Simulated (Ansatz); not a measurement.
```yaml
crystal:
  periodic: [false, false, false]
  atoms:
    - {symbol: C, position_ang: [-1.539965, -0.048458, 0.173932]}
    - {symbol: C, position_ang: [0.000816, -0.102076, -0.108268]}
    - {symbol: Si, position_ang: [0.758627, -1.448311, -0.405678]}
    - {symbol: C, position_ang: [0.676378, 1.105607, 0.278560]}
    - {symbol: O, position_ang: [-0.102014, 2.276125, 0.582129]}
    - {symbol: H, position_ang: [-2.078908, 0.742765, 0.293374]}
    - {symbol: H, position_ang: [-1.878972, -0.926774, 0.764161]}
    - {symbol: H, position_ang: [-1.980001, -0.455593, -0.933478]}
    - {symbol: H, position_ang: [0.753355, -2.555493, 0.553906]}
    - {symbol: H, position_ang: [2.329987, -1.204684, -0.514991]}
    - {symbol: H, position_ang: [0.714332, -1.962037, -1.812098]}
    - {symbol: H, position_ang: [1.620365, 1.095701, 0.188076]}
    - {symbol: H, position_ang: [0.716136, 3.137200, 0.645950]}
basis:
  gaussian: {orbitals: def2-TZVPD}
magnetization: {spin_polarized: true, initial_magnetization: 0}
hamiltonian: {xc: {name: RPBE}, dispersion: d3bj}
multiplicity: 3
```

```sh
$ ansatz run in.yaml --threads 4 --pin off --events-out ev --progress --plain --max-ram 10444MiB
```

It prints (some lines left out):

```
Error: YAML parse error: error: line 21 column 1: unknown field `multiplicity`, expected one of crystal, accuracy, basis, kpoints, hamiltonian, magnetization, projection, total_charge, correlation, batch, efield, external_charges, scf, relax, neb, saddle, md, ramp, phonons, dielectric, real_time, elastic, magnetic_configurations, gw, evaluate, workflow, output, checkpoint, execution
19 | magnetization: {spin_polarized: true, initial_magnetization: 0}
20 | hamiltonian: {xc: {name: RPBE}, dispersion: d3bj}
21 | multiplicity: 3
```

What is wrong with this run?

The input holds a key that doesn't belong there. The input was rejected before any iteration.
